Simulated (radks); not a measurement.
The numbers below are computed, except where a source is named.
Q: The lutetium ion Lu2+, configuration [Xe] 4f14 6s1 (the NIST ground configuration). Code: a radial shooting solver on a logarithmic mesh with Libxc functionals. Model: scalar-relativistic Kohn-Sham, BLYP, spin-polarised, spherical densities, finite nucleus; open shells are filled with parallel spins first (spin-orbit coupling, left out, can overturn this in heavy ions); Fermi nuclear charge, rms radius 5.37 fm. Some entries of the table are withheld. Estimate them.

orbital,occ.,eigenvalue (hartree),<r> (bohr),<1/r> (bohr^-1)
1s up,1,-2324.375,0.01932,82.19
1s down,1,-2324.375,0.01932,82.19
2s up,1,-396.2130,0.08184,19.18
2s down,1,-396.2127,0.08184,19.18
2p up,3,-348.7220,0.07291,17.56
2p down,3,-348.7216,0.07291,17.56
3s up,1,-90.26656,0.2127,7.091
3s down,1,-90.26631,0.2127,7.091
3p up,3,-76.01029,0.2123,6.589
3p down,3,-76.01004,0.2123,6.589
3d up,5,-58.87302,0.1925,6.237
3d down,5,-58.87275,0.1925,6.237
4s up,1,-18.46310,0.4780,3.000
4s down,1,-18.46268,0.4780,3.000
4p up,3,-13.78429,0.5079,2.734
4p down,3,-13.78379,0.5079,2.735
4d up,5,-7.67729,0.5477,2.420
4d down,5,-7.67658,0.5476,2.420
5s up,1,(1),1.168,1.137
5s down,1,(2),1.167,1.137
5p up,3,-1.78698,1.382,0.9440
5p down,3,-1.78218,1.379,0.9461
4f up,7,-0.98051,0.7205,1.830
4f down,7,-0.97898,0.7190,1.831
6s up,1,-0.66242,3.037,0.4155
6s down,0,-0.63752,3.038,0.4163

A: 
(1) 5s up eigenvalue (hartree): -2.87375
(2) 5s down eigenvalue (hartree): -2.87083
